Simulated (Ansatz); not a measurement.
This singlet lies 2.50 eV below the relaxed triplet at the level frozen-core CCSD(T)/cc-pVTZ // PBE0-D3(BJ)/def2-TZVP (Ansatz, a quantum-chemistry and plane-wave program).

A geometry relaxed with PBE0-D3(BJ)/def2-TZVP (Ansatz), charge 0, multiplicity 1:

```xyz
7

H     -1.2787    -0.7386    -0.6600
H      1.2977    -0.6778    -0.6877
H     -2.3316     0.1854     0.2547
H      2.3252     0.2950     0.2050
Ge    -0.0120     0.8959     0.8510
N     -1.3704    -0.0123     0.0332
N      1.3698     0.0524     0.0038
```

Write the SMILES of this molecule.

`[NH2][Ge][NH2]`
